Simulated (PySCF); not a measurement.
C7H5P3.
Numbering: `[CH:1]#[C:2][c:3]1[p:4][cH:5][p:6][c:7]([CH:8]=[CH2:9])[p:10]1`

Structure used (GFN2-xTB), in Å, numbered top down from 1:
```
atom  x, y, z in Å
C1     2.3549    3.2006    0.9754
C2     1.9177    2.1011    0.7553
C3     1.4123    0.8061    0.4983
P4     2.5941   -0.4638    0.7606
C5     1.7523   -1.9246    0.3860
P6     0.1585   -2.3376   -0.1356
C7    -0.7304   -0.8316   -0.2898
C8    -2.1017   -1.0574   -0.7300
C9    -3.0237   -0.1228   -0.9439
P10   -0.2612    0.8335   -0.0139
H11    2.7344    4.1595    1.1667
H12    2.3816   -2.8048    0.5091
H13   -2.3596   -2.1002   -0.8893
H14   -4.0174   -0.3761   -1.2710
H15   -2.8164    0.9261   -0.7997
```

NICS is the negative of the GIAO shielding at a point without a nucleus: at the ring centre (0) and 1 Å above and below it (1); zz is the component along the ring normal. Level: GIAO PBE0/pcSseg-1 (PySCF, non-relativistic, gas phase) on the GFN2-xTB geometry, one conformer.

Ring bond lengths (Å), with Mayer bond orders in brackets: C3–P4 1.754 (1.22), P4–C5 1.727 (1.32), C5–P6 1.727 (1.31), P6–C7 1.755 (1.23), C7–P10 1.752 (1.23), P10–C3 1.750 (1.28).

Task: Give the NICS values of each ring in ppm.

Result: 
| ring | type | NICS(0) | NICS(1), two faces | NICS(1)zz, two faces | rms pucker (Å) | centre to ring atoms, mean (Å) |
| --- | --- | --- | --- | --- | --- | --- |
| C3–P4–C5–P6–C7–P10 | 6-membered ring with 3 P; formal bonds all aromatic | -5.2 | -8.5 / -8.5 | -19.0 / -19.0 | 0.00 | 1.73 |

Task: What do they say, and how far can they be read as aromaticity?

Result: 
- C3–P4–C5–P6–C7–P10: mean NICS(1)zz -19.0 ppm, shielded.

Task: How equal are the bonds by HOMA? HOMA = 1 − mean of α(R − Ropt)² over the ring bonds, with Krygowski's 1993 parameters (CP: Ropt 1.698 Å, α 118.91 Å⁻²).

Result: 
- C3–P4–C5–P6–C7–P10: HOMA 0.73; the largest term is that of P6–C7, α(R − Ropt)² = 0.39.

Task: Give the inner angles of the rings and the Hirshfeld charges of the ring atoms.

Result: 
- C3–P4–C5–P6–C7–P10: C3 134.4° (-0.109 e), P4 104.6° (+0.139 e), C5 135.8° (-0.171 e), P6 106.8° (+0.127 e), C7 131.8° (-0.111 e), P10 106.7° (+0.154 e); sum 720.0° against 720° for a flat convex ring.

Task: How shielded are the nuclei of the rings and their hydrogens (means over atoms taken as equivalent)?

Result: 
```csv
atoms,environment,σ isotropic (ppm),"principal values of the symmetric part, first atom (ppm)"
C3,substituted aromatic carbon,-0.3,"-213.4, 29.0, 183.4"
P4,phosphorus bonded to 2 C,27.7,"-355.1, -90.2, 528.3"
C5,aromatic CH carbon,-4.1,"-218.6, 24.0, 182.4"
P6,phosphorus bonded to 2 C,58.1,"-284.2, -60.8, 519.3"
C7,substituted aromatic carbon,-20.7,"-221.1, -25.7, 184.7"
P10,phosphorus bonded to 2 C,23.3,"-352.5, -84.4, 506.9"
H12,aromatic hydrogen,20.77,"15.3, 20.6, 26.5"
```

On one thread of an Arm Neoverse N1 (shared host), this took 71 s wall and 1.0 GiB of memory at its peak. This is the whole shielding run at PBE0/pcSseg-1, SCF included.
